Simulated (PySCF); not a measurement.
Compound: C2H6OSSi.
SMILES with atom numbers: `[CH3:1][C:2](=[O:3])[SiH2:4][SH:5]` (hydrogens: H6, H7, H8 on C1; H9, H10 on Si4; H11 on S5)

Method used: core-valence-separated Tamm–Dancoff BHandHLYP/aug-pcX-1 (pcseg-1 on H, def2-SVPD on Si, def2-SVPD on S) in PySCF, non-relativistic, gas phase, PBE0-D3(BJ)/def2-SVP geometry.

Computed carbon K-edge spectrum, Gaussian lines of 0.5 eV full width, highest printed point 100; it ends one width below the last computed root. No empirical shift is added; at this level the pattern usually sits a few eV under experiment.

| photon energy (eV) | absorption |
| --- | --- |
| 282.2 | 1 |
| 282.3 | 4 |
| 282.4 | 11 |
| 282.5 | 28 |
| 282.6 | 53 |
| 282.7 | 81 |
| 282.8 | 100 |
| 282.9 | 99 |
| 283.0 | 78 |
| 283.1 | 49 |
| 283.2 | 25 |
| 283.3 | 10 |
| 283.4 | 3 |
| 283.5 | 1 |
| 283.6 | 0 |
| 283.7 | 0 |
| 283.8 | 0 |
| 283.9 | 0 |
| 284.0 | 0 |
| 284.1 | 0 |
| 284.2 | 0 |
| 284.3 | 0 |
| 284.4 | 0 |
| 284.5 | 0 |
| 284.6 | 0 |
| 284.7 | 0 |
| 284.8 | 0 |
| 284.9 | 0 |
| 285.0 | 0 |
| 285.1 | 1 |
| 285.2 | 2 |
| 285.3 | 4 |
| 285.4 | 8 |
| 285.5 | 12 |
| 285.6 | 15 |
| 285.7 | 15 |
| 285.8 | 12 |
| 285.9 | 9 |
| 286.0 | 8 |
| 286.1 | 13 |
| 286.2 | 27 |
| 286.3 | 47 |
| 286.4 | 68 |
| 286.5 | 80 |
| 286.6 | 78 |
| 286.7 | 63 |
| 286.8 | 45 |
| 286.9 | 31 |
| 287.0 | 25 |
| 287.1 | 22 |
| 287.2 | 20 |
| 287.3 | 16 |
| 287.4 | 12 |
| 287.5 | 10 |
| 287.6 | 10 |
| 287.7 | 12 |
| 287.8 | 16 |
| 287.9 | 23 |
| 288.0 | 33 |
| 288.1 | 41 |

Question: Assign the maxima to core holes.

Answer: 3 maxima:
- 282.8 eV: C2 (carbonyl carbon), 282.84 eV, f = 0.077, 1s→π*, 100 % of the height at the exact maximum
- 285.6 eV: C1 (methyl carbon next to a carbonyl), 285.65 eV, f = 0.011, 100 % of the height at the exact maximum
- 286.5 eV: C1 (methyl carbon next to a carbonyl), 286.48 eV, f = 0.037, 59 % of the height at the exact maximum; C1 (methyl carbon next to a carbonyl), 286.60 eV, f = 0.026, 40 % of the height at the exact maximum

Further lines of some strength in the range: C1, 287.17 eV, f = 0.013; C1, 287.75 eV, f = 0.006.

Roots within 0.03 eV on the same or equivalent atoms count as one line; shares under 12 % aren't listed.

Vibrational structure and lifetime widths aren't in the curve. The ionisation threshold wasn't computed; near and above it a finite basis only mimics Rydberg series and continuum.

The values belong to the conformer `[CH3:1][C:2](=[O:3])[SiH2:4][SH:5]`: C1–C2–Si4–S5 -173°, H–S5–Si4–C2 -6°.
